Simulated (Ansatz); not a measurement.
Computed with Ansatz.

A structure relaxed at PBE0-D4/def2-TZVPD, charge -1, multiplicity 1:

```xyz
8

O     0.745    0.783    1.245
Si    0.041    0.043    0.069
O    -0.750   -1.383    0.490
O     1.056   -0.437   -1.187
O    -1.155    0.928   -0.721
H    -0.406   -1.652    1.343
H     1.867    0.067   -1.099
H    -1.398    1.651   -0.140
```

(1) Give its formula and SMILES.

(2) Point group (tolerance 0.08 Å, 0.16 Å for H)?

(3) Summarise the bond lengths by kind.

## Answers

(1) H3O4Si, `[O-][Si](O)(O)O`.

(2) C3.

(3) 4 × O–Si 1.558 to 1.684 Å; 3 × H–O 0.959 Å.
